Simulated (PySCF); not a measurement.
C2H6BClFN, SMILES ClB(N(C)C)F.

The structure is a stationary point at B3LYP-D3(BJ)/def2-SVP. One conformer was computed; it need not be the lowest.

The numbers are results of TDDFT-PBE/def2-SVPD run with PySCF, not measurements.

Vertical excitations. Gas-phase values at a fixed geometry. State labels are in the subgroup Cs.

Computed UV-visible absorptions:
| state | symmetry | energy (eV) | λ (nm) | f | main pairs |
|---|---|---|---|---|---|
| S1 | A" | 5.89 | 211 | 0.012 | HOMO→LUMO 100 % |
| S2 | A" | 6.73 | 184 | 0.012 | HOMO→LUMO+2 100 % |
| S3 | A' | 6.90 | 180 | 0.315 | HOMO→LUMO+1 92 % |
| S4 | A" | 6.92 | 179 | 0.003 | HOMO→LUMO+3 100 % |
| S5 | A' | 7.28 | 170 | 0.033 | HOMO−1→LUMO 99 % |
| S6 | A" | 7.46 | 166 | 0.000 | HOMO−1→LUMO+1 100 % |
| S7 | A" | 7.61 | 163 | 0.000 | HOMO→LUMO+4 99 % |
| S8 | A" | 7.79 | 159 | 0.014 | HOMO−2→LUMO 99 % |
| S9 | A' | 7.86 | 158 | 0.025 | HOMO→LUMO+5 93 % |
| S10 | A" | 7.91 | 157 | 0.001 | HOMO→LUMO+6 98 % |
| T1 | A' | 5.50 | 225 | 0 | HOMO→LUMO+1 98 % |
| T2 | A" | 5.79 | 214 | 0 | HOMO→LUMO 100 % |
| T3 | A" | 6.60 | 188 | 0 | HOMO→LUMO+2 100 % |
| T4 | A" | 6.82 | 182 | 0 | HOMO→LUMO+3 100 % |
Triplets are in the Tamm–Dancoff approximation, which puts them higher than full response would, so one can lie above its singlet here.
